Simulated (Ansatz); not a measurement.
Mulliken charges of CH₃AlFI, SMILES `F[CH2][AlH][I]` from r2SCAN/def2-TZVPP in Ansatz (PBE0-D4/def2-TZVP geometry).

| atom | x (Å) | y (Å) | z (Å) | charge (e) |
| --- | --- | --- | --- | --- |
| F1 | -0.745 | 1.553 | 0.715 | -0.243 |
| C2 | 0.158 | 0.499 | 0.792 | -0.042 |
| Al3 | 0.063 | -0.726 | -0.758 | 0.504 |
| I4 | -1.567 | -0.289 | -2.553 | -0.201 |
| H5 | -0.032 | -0.046 | 1.727 | 0.060 |
| H6 | 1.167 | 0.921 | 0.889 | 0.060 |
| H7 | 1.018 | -1.980 | -0.857 | -0.138 |

Question: By hand: the dipole of these point charges (1 e Å = 4.8032 D).

Answer: Σ q r = (0.449, -0.380, 0.199) e Å, of length 0.621 e Å = 2.98 D.

Question: How does the dipole of the full density compare? (Estimate.)

Answer: The calculation gave: (0.311, -0.209, 0.202) e Å, 2.04 D; the point charges give 1.46 times that, at 11° from its direction.

Point charges leave out the atoms' own dipoles, such as those of lone pairs, and Mulliken's split depends on the basis, so the two needn't agree.
